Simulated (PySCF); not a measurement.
Vertical excitations of a molecule C10H8S2 from TDA-PBE/def2-SVP run with PySCF, as energy in eV (oscillator strength): 2.33 (0.001), 2.89 (0.000), 3.83 (1.431), 4.15 (0.000), 4.52 (0.000), 4.55 (0.000). Lowest triplet (TDA): 1.60 eV. Geometry optimised at B3LYP-D3(BJ)/def2-SVP. Other conformers were not sampled.

Q: Which structure fits?
A) C1=CC(=C2C=CSC=C2)C=CS1
B) C=Cc1cc2sc(C=C)cc2s1
C) C#Cc1csc2cc(CC)sc12
D) C=Cc1cc2scc(C=C)c2s1

A: A, C1=CC(=C2C=CSC=C2)C=CS1
